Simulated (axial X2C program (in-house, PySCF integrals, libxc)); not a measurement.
## Ionising HfH

Computed with an axial X2C code built on PySCF integrals, spin-free (one-electron X2C) or two-component (2c: spin–orbit coupling with atomic mean-field Coulomb and Gaunt terms, which also bring small scalar terms), in Dyall basis sets with cores contracted in-house; open shells are unrestricted.

Basis sets: H dyall-v3z, Hf dyall-cv3z.

```json
{"Hamiltonian": "spin-free", "level": "HF", "HfH state": "M_S = 1/2, Λ = 2", "Re (Å)": "1.883", "ωe (cm⁻¹)": "1621.5", "De (eV)": "2.10"}
{"Hamiltonian": "spin-free", "level": "PBE0", "HfH state": "M_S = 1/2, Λ = 2", "Re (Å)": "1.820", "ωe (cm⁻¹)": "1692.5", "De (eV)": "2.64"}
{"Hamiltonian": "2c", "level": "HF", "HfH state": "Ω = 3/2", "Re (Å)": "1.875", "ωe (cm⁻¹)": "1648.1", "De (eV)": "n/a"}
{"Hamiltonian": "2c", "level": "PBE0", "HfH state": "Ω = 3/2", "Re (Å)": "1.819", "ωe (cm⁻¹)": "1690.2", "De (eV)": "n/a"}
```

Adiabatic ionisation energy (minimum to minimum, no zero-point term) and constants of HfH⁺:

```csv
Hamiltonian,level,HfH⁺ state,IE (eV),Re (Å),ωe (cm⁻¹),De (eV),fragments
spin-free,HF,"M_S = 1, Λ = 2",5.76,1.795,1900.4,2.10,Hf+ + H
spin-free,PBE0,"M_S = 1, Λ = 2",6.66,1.778,1867.8,2.75,Hf+ + H
2c,HF,Ω = 1,6.07,1.794,1896.7,n/a,Hf+ + H
2c,PBE0,Ω = 1,6.67,1.777,1865.2,n/a,Hf+ + H
```

Problem. Add the zero-point terms to the ionisation energy at PBE0, 2c, and say whether the electron removed was bonding.

Solution. IE0 = IE + (ωe⁺ − ωe)/2 = 6.67 + (0.011) = 6.68 eV. Re changes by -0.042 Å, so the bond shortens, as on loss of an antibonding or a polarising non-bonding electron.

Each entry is the lowest single determinant of a limited PBE0 search at one distance. De goes to single-determinant-based atoms at the same level (for ions the charge split of lowest energy) and is withheld (n/a) where an atom does not fit its ground term or J level. Main or longest-lived isotopes. One determinant is a doubtful description, or other states lie close, for HfH, HfH⁺; these need not be ground states, and all values refer to the states named. With several unpaired electrons the Ω given is that of one determinant, not necessarily of the lowest component. The functionals have no current term, which raises determinants with orbital currents.
